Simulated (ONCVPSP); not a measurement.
# What one change does to a pseudopotential (Ge (Z = 32), ONCV)

```json
{
 "Element": "Ge (Z = 32)",
 "Generator": "ONCVPSP 4.0.1",
 "Type": "optimised norm-conserving Vanderbilt (ONCV)",
 "Functional": "PBE",
 "Relativity": "scalar-relativistic",
 "Frozen core": "[Ar]",
 "Valence charge": "14",
 "Reference configuration": "3d10 4s2 4p2",
 "Partial waves": "4s: rc 1.60 bohr, ncon 4, nbas 9, qcut 4.4 1/bohr, 2 projectors, debl 2.6 Ha; 4p: rc 1.95 bohr, ncon 4, nbas 8, qcut 4.4 1/bohr, 2 projectors, debl 0.5 Ha; 3d: rc 0.90 bohr, ncon 4, nbas 8, qcut 14 1/bohr, 3 projectors, debl 1.1 Ha",
 "Local potential": "polynomial inside 0.80 bohr (lpopt 5, dvloc0 0 Ha)",
 "Core correction": "none"
}
```

All-electron outer shells of the reference configuration (PBE, scalar-relativistic, ld1.x):

| shell | level (eV) | outermost node (bohr) | outermost maximum (bohr) |
| --- | --- | --- | --- |
| 3s | -168.49 | 0.26 | 0.54 |
| 3p | -115.62 | 0.23 | 0.54 |
| 3d | -29.31 | – | 0.50 |
| 4s | -11.73 | 0.77 | 1.75 |
| 4p | -3.90 | 0.82 | 2.22 |

Change: s: qcut 3.9; p: qcut 3.9; d: qcut 12.4.

Cutoffs: the cutoffs (Ha) at which the residual kinetic energy of the hardest occupied pseudo-wave falls to 1 and 0.1 mHa per electron; they do not see the model core or the augmentation charge, which bear on the density cutoff. Errors are all-electron minus pseudo energies relative to the spin-unpolarised reference configuration.

**Question.** What does the change do?

**Answer.** The potential gets harder (104 Ha and 282 Ha → 268 Ha and 315 Ha); both files keep a bound ghost (s); the lowest positive-energy flag moves from p at 48.7 eV to d at 29.2 eV; of the 4 tests that both files solve, the error grows in 3 and shrinks in 0 by more than 15 % and 0.3 meV (median size 1.0 → 5.2 meV).

| quantity | base | changed |
| --- | --- | --- |
| cutoff, loose | 104 Ha | 268 Ha |
| cutoff, tight | 282 Ha | 315 Ha |
| loose cutoff by channel | s 8.6 Ha, p 6.4 Ha, d 104 Ha | s 9.4 Ha, p 5.8 Ha, d 268 Ha |
| bound ghosts | s | s |
| GHOST(+) flags under 300 eV | p at 48.7 eV, d at 291.4 eV | d at 29.2 eV, p at 49.5 eV |
| error for 3d10 4s2 4p1, meV [ΔE 7.44 eV] | -1.1 | -1.1 |
| error for 3d10 4s2 4p0, meV [ΔE 22.88 eV] | -1.0 | +3.6 |
| error for 3d10 4s1 4p0, meV [ΔE 57.68 eV] | +30 | +39 |
| error for 3d10 4s1 4p3, meV [ΔE 7.97 eV] | +0.9 | +6.8 |
| s: phases at 1.62 bohr within 0.05 rad from the reference energy up to (Ha; the scan ends near 5) | to the end of the scan | to the end of the scan |
| p: phases at 1.98 bohr within 0.05 rad from the reference energy up to (Ha; the scan ends near 5) | 1.7 | 1.7 |
| d: phases at 0.91 bohr within 0.05 rad from the reference energy up to (Ha; the scan ends near 5) | to the end of the scan | to the end of the scan |

 A true bound ghost makes a file unfit for plane-wave use even where its test errors are small: the radial tests pick states by their node count and pass the ghost by.
